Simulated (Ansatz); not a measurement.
CH$_{2}$FGaS. Total charge 0; spin multiplicity 1. The bonds changed during the relaxation, so this is another structure than the one it started from. The geometry is a stationary point of PBE0-D4/def2-TZVP.

```xyz
6

F    -0.823   -1.047    1.454
Ga    0.767   -0.678    2.266
C    -0.094    0.404   -0.981
S     1.328    0.770   -0.336
H    -0.358    0.739   -1.983
H    -0.820   -0.188   -0.421
```

**Question.** What is the dipole moment at ωB97M-V/def2-TZVPP? (An estimate is asked.)

**Answer.** The calculation gave: 1.50 D, with components (0.51, 0.77, -1.18) D in this frame, pointing from negative to positive charge.

**Question.** And with PBE, r2SCAN, B3LYP? (An estimate is asked.)

**Answer.** Ansatz gave: PBE 1.68 D, r2SCAN 1.77 D, B3LYP 1.61 D.

**Question.** Give the Mulliken charges with ωB97M-V, B3LYP, PBE in def2-TZVPP. (An estimate is asked.)

**Answer.** Ansatz gave: 
| atom | ωB97M-V | B3LYP | PBE |
| --- | --- | --- | --- |
| F1 | -0.44 | -0.45 | -0.39 |
| Ga2 | 0.36 | 0.36 | 0.30 |
| C3 | -0.11 | -0.09 | -0.07 |
| S4 | -0.11 | -0.13 | -0.11 |
| H5 | 0.14 | 0.14 | 0.13 |
| H6 | 0.17 | 0.17 | 0.15 |

B3LYP here is the variant with VWN-RPA as its local correlation; programs differ in this.
